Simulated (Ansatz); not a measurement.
The same path of CH₄B₂ClF (9 atoms, charge 0, multiplicity 1) was run twice with different band settings.

Computed with Ansatz 0.2.0, UKS PBE0-D4/def2-SVP.

Relaxed end points:

```xyz
9
Properties=species:S:1:pos:R:3
C 1.192 -0.378 0.413
B 0.125 0.470 -0.359
F 0.562 1.436 -1.175
B -1.559 0.246 -0.190
Cl -2.339 -0.934 -1.229
H 1.383 0.139 1.372
H 0.853 -1.393 0.666
H 2.153 -0.428 -0.123
H -2.282 0.796 0.607
```

```xyz
9
Properties=species:S:1:pos:R:3
C 1.193 -0.345 0.428
B 0.140 0.448 -0.415
F 0.579 1.206 -1.425
B -1.544 0.337 -0.151
Cl -2.397 -1.054 -0.796
H 0.933 -0.415 1.496
H 1.187 -1.384 0.047
H 2.216 0.046 0.319
H -2.219 1.114 0.482
```

Common settings: movable images 5; climbing image yes; spring 5.0 eV/Å²; optimiser quadratic models (default); start path through a guess of the saddle point; iteration limit 60; end points relaxed.

| run | force threshold |
| --- | --- |
| 1 | 0.05 eV/Å |
| 2 | 0.2 eV/Å |

**Question.** What does each run give, and how far can it be trusted?

**Answer.** Run 1: converged after 24 iterations, highest image 0.000 eV above the first end. The highest image is an end point: on this band no image between the ends rises above it.
Run 2: converged after 22 iterations, highest image 0.001 eV above the first end. The threshold of 0.2 eV/Å is loose, so the images may lie well off the minimum-energy path. The top lies less than 8 meV above the higher end, about what the thresholds resolve: that end is a shoulder or a very shallow well. The order of the stationary point at the top wasn't checked.
